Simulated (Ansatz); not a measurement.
Sb₃⁺. Charge 1, multiplicity 3. Geometry r2SCAN-D4/def2-SVP, that of the neutral doublet; atoms count from 1.

```xyz
3

Sb    0.800    0.587    1.299
Sb   -1.513    0.244   -0.086
Sb    0.713   -0.832   -1.214
```

In the def2 sets Sb takes a core potential; there is no spin–orbit coupling. The charge 1 triplet is spin-contaminated (final ⟨S²⟩ up to 2.19, 2.00 for a pure state). At PBE0-D4/def2-TZVP a singlet of charge 1 lies 1.27 eV below the triplet at the same geometry. The structure comes from a short search, and lower isomers may exist.

Q: Estimate the Mulliken populations from the PBE0/def2-TZVP orbitals of Ansatz.

A: 
| atom | charge (e) | spin (α − β) |
| --- | --- | --- |
| Sb1 | 0.34 | 1.24 |
| Sb2 | 0.33 | -0.47 |
| Sb3 | 0.34 | 1.24 |
Mulliken values depend strongly on the basis.

Q: Where does the spin sit?

A: Summed by element: Sb 2.00, of 2 unpaired in all. Largest on single atoms: Sb1 1.24, Sb3 1.24, Sb2 -0.47.

Q: And the Mayer bond orders between heavy atoms (over 0.3)?

A: Sb1–Sb2 1.40 (2.72 Å); Sb1–Sb3 0.79 (2.89 Å); Sb2–Sb3 1.40 (2.72 Å).
